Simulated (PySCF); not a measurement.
BrGaH₂O₂. Atoms are numbered in the order given.

```xyz
6

Ga    -0.0024     0.7476     0.0000
Br    -0.0155    -1.5207     0.0000
O     -1.5409     1.6171     0.0000
H     -1.4245     2.5741     0.0000
O      1.5084     1.6757     0.0000
H      2.3040     1.1328     0.0000
```
Charge 0, spin multiplicity 1.

Coordinates come from a PBE0-D3(BJ)/def2-SVP optimisation. The structure was generated by enumeration; whether it is a known compound was not checked. Other conformers were not sampled.

Method: HF/def2-TZVP run with PySCF.

ESP charges are fitted to the potential on shells at 1.4 to 2.0 van der Waals radii. Atomic charges (e):

| atom | ESP fit | meta-Löwdin |
|---|---|---|
| Ga1 | 1.05 | 1.18 |
| Br2 | -0.28 | -0.30 |
| O3 | -0.82 | -0.79 |
| H4 | 0.45 | 0.35 |
| O5 | -0.76 | -0.79 |
| H6 | 0.36 | 0.35 |
